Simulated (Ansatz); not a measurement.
Cost and result for the atomization energy of CFI₂, SMILES `F[C](I)I` radical (4 atoms, 3 bonds).

```xyz
4

F     0.650   -0.153   -1.280
C     0.320    0.057   -0.019
I    -0.152   -1.684    1.025
I    -0.818    1.779    0.274
```

The species carries charge 0 and has multiplicity 2. Correlated methods include outer-core shells of I, which these sets cover unevenly. I: def2 effective core potential. The geometry is a stationary point of PBE0-D4/def2-TZVP. Program: Ansatz. All runs use 4 threads of an Arm Neoverse V1 on a shared host. Times are those of one run each, without the atoms' runs, and a repeat can differ threefold. Electronic energies, without spin–orbit coupling; frozen cores. CCSD(T)/CBS adds CCSD(T) − MP2 in def2-TZVPP to the MP2 limit, and its time is that of the two runs behind it. T1 = 0.015; ⟨S²⟩ of the reference is 0.78. With those shells the extrapolation isn't a true limit. B3LYP takes the VWN-RPA correlation (the form of Gaussian; ORCA's B3LYP/G).

CCSD(T)/CBS is a level of theory with its own doubt, some kJ/mol a heavy atom from the limit and from the frozen cores, so smaller differences don't rank the functionals.

```csv
level,functions,wall time,atomization (kcal/mol),difference from CCSD(T)/CBS,per bond
LDA (SPW92)/def2-TZVPP,162,1.8 s,301.3,71.6,23.9
BLYP-D4/def2-TZVPP,162,2.1 s,235.7,6.0,2.0
PBE-D4/def2-TZVPP (with forces),162,2.4 s,253.3,23.6,7.9
PBE0-D4/def2-TZVPP,162,3.2 s,235.4,5.7,1.9
B3LYP-D4/def2-TZVPP (with forces),162,3.7 s,226.8,-2.9,-1.0
r2SCAN-D4/def2-TZVPP (with forces),162,5.5 s,235.9,6.2,2.1
PBE-QIDH/def2-TZVPP,162,5.5 s,227.2,-2.5,-0.8
B2PLYP/def2-TZVPP,162,6 s,222.9,-6.8,-2.3
r2SCANh-D4/def2-TZVPP,162,6.5 s,230.2,0.5,0.2
CCSD(T)/def2-SVP,80,6.5 s,199.6,-30.1,-10.0
MP2/def2-QZVPP,278,12 s,240.8,11.1,3.7
CCSD(T)/def2-TZVPP,162,100 s,216.4,-13.3,-4.4
CCSD(T)/CBS(def2),–,110 s,229.7,0.0,0.0
```

From BLYP to BHLYP (50 % exact exchange), in def2-TZVPP and without D4, the atomization energy moves by −27.9 kcal/mol: exact exchange takes away binding that semilocal exchange gives to molecules. In def2-TZVPP, CCSD(T) changes the Hartree–Fock value by +95.6 kcal/mol (the triples alone add +11.0 kcal/mol) and MP2 by +112.0 kcal/mol; breaking electron pairs costs correlation energy, which Hartree–Fock lacks. At CCSD(T), def2-SVP lies −30.1 kcal/mol from the extrapolated value and def2-TZVPP −13.3 kcal/mol: correlation converges slowly with the basis, and small sets miss more of it in the bonded molecule than in its fragments.

Spin–orbit coupling would lower the free I atoms strongly, and the atomization energy with them, by more than many differences here.
